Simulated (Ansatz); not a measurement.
A nudged elastic band was laid between two geometries of CH6Ge (8 atoms, charge 0, multiplicity 1).

These are results of Ansatz 0.2.0, RKS BHLYP-D4/def2-SVP, not measurements.

| Item | Value |
| --- | --- |
| movable images | 9 |
| climbing image | yes |
| spring | 5.0 eV/Å² |
| optimiser | quadratic models (default) |
| start path | through a guess of the saddle point |
| force threshold | 0.03 eV/Å |
| iteration limit | 60 |
| end points | relaxed |

Initial state:

```xyz
8
Properties=species:S:1:pos:R:3
Ge 0.182 -0.027 0.360
H -0.256 -0.295 1.805
C 2.130 0.030 0.239
H 2.560 -0.922 0.558
H 2.443 0.224 -0.789
H 2.528 0.822 0.878
H -0.421 1.309 -0.094
H -0.376 -1.142 -0.534
```

Final state:

```xyz
8
Properties=species:S:1:pos:R:3
Ge -0.933 0.083 0.313
H 1.331 -0.230 1.398
C 2.162 -0.049 0.705
H 2.701 -0.986 0.560
H 1.810 0.316 -0.262
H 2.816 0.700 1.154
H -0.537 1.220 -0.718
H -0.561 -1.053 -0.727
```

Q: What changes between the two ends?

A: Bonds broken: Ge1–H2, Ge1–C3. Bonds formed: H2–C3. CH6Ge becomes CH4 + GeH2.

Q: Give the energies along the band, and the barrier.

A: It converged. The highest image is number 5 of 0 to 10, 2.98 eV above the first end and 1.60 eV above the last; the last end lies 1.38 eV above the first. A vibrational analysis at the climbing image gives one clearly imaginary mode, 1340i cm⁻¹: a first-order saddle point. The orbitals stay closed-shell, which can raise the energy where a bond breaks towards radicals; this wasn't checked here.

| image | path coordinate (Å) | energy (eV) | Ge1–H2 (Å) | Ge1–C3 (Å) | H2–C3 (Å) |
| --- | --- | --- | --- | --- | --- |
| 0 | 0.00 | 0.00 | 1.53 | 1.95 | 2.87 |
| 1 | 0.30 | 0.08 | 1.53 | 1.93 | 2.66 |
| 2 | 0.60 | 0.45 | 1.52 | 1.93 | 2.40 |
| 3 | 0.90 | 1.26 | 1.49 | 1.98 | 2.12 |
| 4 | 1.20 | 2.42 | 1.49 | 2.14 | 1.86 |
| 5 | 1.50 | 2.98 | 1.54 | 2.32 | 1.63 |
| 6 | 1.84 | 2.28 | 1.70 | 2.46 | 1.29 |
| 7 | 2.19 | 1.55 | 1.93 | 2.72 | 1.12 |
| 8 | 2.54 | 1.40 | 2.19 | 2.96 | 1.10 |
| 9 | 2.89 | 1.38 | 2.46 | 3.12 | 1.10 |
| 10 | 3.24 | 1.38 | 2.53 | 3.12 | 1.10 |

Q: What is the geometry of the highest image?

A: 
```xyz
8
Properties=species:S:1:pos:R:3:forces:R:3
Ge -0.331 -0.052 0.399 0.00 0.00 0.00
H 0.768 -0.205 1.469 0.00 0.00 0.00
C 1.992 0.001 0.419 0.00 0.00 0.00
H 2.419 -0.969 0.667 0.00 0.00 0.00
H 2.143 0.234 -0.632 0.00 0.00 0.00
H 2.400 0.790 1.049 0.00 0.00 0.00
H -0.337 1.333 -0.260 0.00 0.00 0.00
H -0.265 -1.132 -0.688 0.00 0.00 0.00
```

Q: What are the harmonic wavenumbers there?

A: 1340i, 97, 393, 516, 604, 762, 798, 928, 976, 1203, 1480, 1495, 2174, 2192, 2223, 3156, 3287, 3296 cm⁻¹.

Run time: 7.8 min on 1 thread of Arm Neoverse V1, on a shared host, peak memory 0.15 GiB.
